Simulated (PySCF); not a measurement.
# Excitation energy of P by level of theory

P [Ne] 3s2 3p3 (4S) → P [Ne] 3s1 3p3 4s1 (6S), as a difference of total energies. Computed with PySCF 2.14 in dyall-acv3z (19s12p6d4f, 113 functions), with scalar relativity by spin-free X2C-1e. Correlated levels: valence: [Ne] frozen; virtual orbitals above 40 to 60 times the deepest correlated orbital energy dropped. The calculations carry no spin-orbit coupling.

```json
{"method": "UHF", "excitation energy (eV)": "10.611"}
{"method": "MP2 (valence)", "excitation energy (eV)": "12.103"}
{"method": "SCS-MP2 (valence)", "excitation energy (eV)": "12.587"}
{"method": "CCSD (valence)", "excitation energy (eV)": "12.286"}
{"method": "CCSD(T) (valence)", "excitation energy (eV)": "12.375"}
```

Task: How much does correlation contribute at CCSD(T) (valence)?

Result: 12.375 − (10.611) = 1.764 eV, measured against UHF.

The upper state lies above the first ionisation limit, but in LS coupling its spin forbids autoionisation to the ground ion. A Rydberg-like electron needs more diffuse functions than a valence basis has.

The promoted electron is Rydberg-like, and one or two diffuse shells describe it only roughly, which tends to raise the upper state.
